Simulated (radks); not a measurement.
Values are calculated unless marked as measured or tabulated.
Neutral zirconium inside a hard spherical wall (all orbitals vanish at R), configuration held at [Kr] 4d2 5s2 and not refilled when levels cross. Code: a radial shooting solver on a logarithmic mesh with Libxc functionals. Model: scalar-relativistic Kohn-Sham, r2SCAN, spin-polarised, spherical densities, finite nucleus; open shells are filled with parallel spins first (spin-orbit coupling, left out, can overturn this in heavy ions); meta-GGA in the generalised Kohn-Sham scheme; Fermi nuclear charge, rms radius 4.2694 fm. Eigenvalues in eV for spin up, with the zero of energy where the potential of the charges vanishes at infinity; a dash marks a level that is unbound or too diffuse for the functional's potential to be trusted. A positive occupied level is held by the wall or, in an anion where self-interaction has pushed it up, behind a barrier. The pressure on the wall is -dE/dV.

| R (bohr) | E (hartree) | kinetic (hartree) | e(4s) | e(4p) | e(5s) | e(4d) | e(5p, empty) | e(6s, empty) | pressure (GPa) |
|---|---|---|---|---|---|---|---|---|---|
| free | -3599.06041 | 3700.687 | -56.661 | -34.055 | -4.865 | -4.169 | -1.481 | - | 0 |
| 15 | -3599.06040 | 3700.687 | -56.660 | -34.055 | -4.864 | -4.168 | -1.476 | 0.614 | < 0.0001 |
| 7 | -3599.02838 | 3700.886 | -55.583 | -32.995 | -3.959 | -3.237 | 0.122 | 9.625 | 1.59 |
| 6 | -3598.96981 | 3701.162 | -54.448 | -31.896 | -2.787 | -2.259 | 1.947 | 16.286 | 6.16 |
| 5 | -3598.79824 | 3701.845 | -52.278 | -29.826 | 0.086 | -0.289 | 6.132 | 29.564 | 26.7 |
| 4 | -3598.24159 | 3703.831 | -48.059 | -25.843 | 8.061 | 4.073 | 16.865 | 59.197 | 145 |
| 3 | -3595.92363 | 3711.834 | -38.124 | -16.005 | 35.719 | 16.548 | 50.381 | 138.72 | 1240 |
| 2.5 | -3591.97528 | 3724.794 | -26.481 | -3.476 | 75.199 | 32.874 | 94.658 | 233.43 | 4670 |
| 2 | -3580.73652 | 3758.234 | -0.097 | 26.191 | 168.50 | 70.247 | 194.17 | 433.03 | 22200 |
| 1.5 | -3542.09151 | 3860.246 | 80.646 | 115.81 | 425.46 | 173.49 | 456.35 | 932.55 | 150000 |
